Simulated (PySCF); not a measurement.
## BeSi at ROHF-MP2

Computed with ROHF-MP2; Be def2-TZVP, Si def2-TZVP; no relativity (PySCF 2.14).

* state: ³Σ⁻ (triplet), unpaired electrons π ↑↑
* bond length: 2.128 Å
* harmonic wavenumber: 621 cm⁻¹
* force constant: 1.55 mdyn/Å
* rotational constant Be: 0.5461 cm⁻¹
* anharmonicity ωexe: 6.94 cm⁻¹
* vibration–rotation constant αe: 0.00511 cm⁻¹
* well depth De to Be + Si: 29.7 kcal/mol
* dissociation energy D0: 28.8 kcal/mol

Correlated steps freeze 5 core orbitals. The state is the lowest determinant that a PBE0 search found; another state may lie lower at other levels.
